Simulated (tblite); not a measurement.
C₄H₁₀Zn, triplet, geometry from GFN2-xTB (such geometries of metal compounds can be far from the true shape) (a higher spin typed on purpose: for a closed-shell molecule this is an excited state); tblite 0.6.0 with GFN1-xTB.

tblite was given this input:
```
$ tblite run mol.xyz --method gfn1 --charge 0 --spin 2 --efield 0,0,0.1 --json tblite.json --no-restart

# file mol.xyz
15

Zn    -0.37528979     0.18243967     0.99339466
C      1.69930461    -0.68589563    -0.02525953
C      1.52989648    -2.16325062    -0.19280947
H      2.43563050    -0.40861454     0.72142499
H      1.83102170    -0.14668714    -0.95367365
H      0.73111761    -2.39310900    -0.89637408
H      1.31002125    -2.64887367     0.75799703
H      2.44888771    -2.61766265    -0.58457780
C     -1.18070437     0.43394040    -1.32714972
C     -0.78886695     1.80282015    -1.78750946
H     -2.24946250     0.30148551    -1.19762412
H     -0.73181495    -0.36987472    -1.89486316
H      0.29386078     1.91129168    -1.83095053
H     -1.19244613     2.57397888    -1.13126329
H     -1.17590079     1.99918975    -2.79556629
```

It wrote (shortened):

```
xTB calculator
 | screened Coulomb repulsion
 | Coulomb electrostatics
 |  * isotropic Klopman-Ohno-Mataga-Nishimoto electrostatics
 |  * onsite third-order electrostatics
 | DFT-D3(BJ) dispersion correction
 | Interactions (1)
 | [1] electric field

halogen bonding energy    0.0000000000000E+00 Eh
repulsion energy          1.9922900784166E-01 Eh
dispersion energy        -5.2485462349798E-03 Eh
interaction energy        0.0000000000000E+00 Eh
number of electrons       2.8000000000000E+01 e
integral cutoff           3.9672993110968E+01 bohr

------------------------------------------------------------
  cycle        total energy    energy error   density error
------------------------------------------------------------
      1     -14.52005378852  -1.4714034E+01   3.4509077E-01
      2     -14.52249845074  -2.4446622E-03   2.0342803E-01
      3     -14.52249782027   6.3047222E-07   7.5346418E-03
      4     -14.52251413918  -1.6318916E-05   5.1059466E-04
      5     -14.52251484711  -7.0792035E-07   1.9236282E-04
      6     -14.52251491277  -6.5661490E-08   2.1778857E-05
      7     -14.52251491338  -6.1326944E-10   2.4551206E-06
------------------------------------------------------------

electronic energy        -1.4716495374987E+01 Eh
total energy             -1.4522514913380E+01 Eh

Post processing:
 | Mayer-Wiberg bond orders

[Info] JSON dump of results written to 'tblite.json'
```
